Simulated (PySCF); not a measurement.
Radial density of Pb²⁺ (lead, charge +2)

UHF, [Xe] 4f14 5d10 6s2, closed-shell 1S. Calculation: PySCF 2.14, in x2c-TZVPPall with one added diffuse shell each of s, p, d, f type (12s8p7d4f, 99 functions); scalar relativity by spin-free X2C-1e.

| r (bohr) | 4πr²ρ (e/bohr) |
| --- | --- |
| 0.0129 | 113.9 |
| 0.0216 | 101.1 |
| 0.0364 | 138.4 |
| 0.0612 | 145.1 |
| 0.103 | 126.8 |
| 0.173 | 125.7 |
| 0.291 | 88.18 |
| 0.489 | 65.62 |
| 0.823 | 25.75 |
| 1.38 | 11.38 |
| 2.33 | 2.084 |
| 3.92 | 0.1177 |
| 6.59 | 0.0003627 |

Densities and radii are taken from the X2C orbitals without a picture-change correction, which distorts them close to the nucleus.

Spin-orbit coupling, which splits the p, d and f shells strongly at this Z, is absent.
